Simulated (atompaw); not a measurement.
An all-electron radial function and its pseudo partner (Dy)

Columns: radius, all-electron u(r) and pseudo u(r) of the 4f shell (level -3.11 eV) of dysprosium in the configuration [Kr] 4d10 4f10 5s2 5p6 5d0 6s2 6p0; PBE, scalar-relativistic, PAW (atompaw) scheme, atompaw 4.2.0.5.

| r (bohr) | all-electron | pseudo |
| --- | --- | --- |
| 0.115 | 0.1261 | 0.0005 |
| 0.231 | 0.5427 | 0.0083 |
| 0.346 | 0.8931 | 0.0377 |
| 0.462 | 1.0591 | 0.1031 |
| 0.577 | 1.0792 | 0.2066 |
| 0.692 | 1.0225 | 0.3361 |
| 0.808 | 0.9333 | 0.4673 |
| 0.923 | 0.8371 | 0.5686 |
| 1.038 | 0.7445 | 0.6205 |
| 1.154 | 0.6590 | 0.6187 |
| 1.269 | 0.5831 | 0.5762 |
| 1.385 | 0.5156 | 0.5155 |
| 1.500 | 0.4568 | 0.4568 |
| 1.615 | 0.4054 | 0.4054 |
| 1.731 | 0.3601 | 0.3601 |
| 1.846 | 0.3209 | 0.3209 |
| 1.962 | 0.2864 | 0.2864 |
| 2.077 | 0.2564 | 0.2564 |
| 2.192 | 0.2302 | 0.2302 |
| 2.308 | 0.2070 | 0.2070 |
| 2.423 | 0.1868 | 0.1868 |
| 2.538 | 0.1690 | 0.1690 |
| 2.654 | 0.1531 | 0.1531 |
| 2.769 | 0.1391 | 0.1391 |
| 2.885 | 0.1267 | 0.1267 |
| 3.000 | 0.1157 | 0.1157 |

Task: How many radial nodes do the two functions have?

Result: The all-electron 4f function has n − l − 1 = 0; the pseudo-wave has 0.

Task: At about which radius was the pseudo-wave matched?

Result: 1.50 bohr, where the columns begin to agree (steps of 0.12 bohr).

Task: Is the pseudo-wave norm-conserving?

Result: No, it belongs to a PAW set: the norm inside the radius is not constrained, and the difference is carried by the augmentation charge.
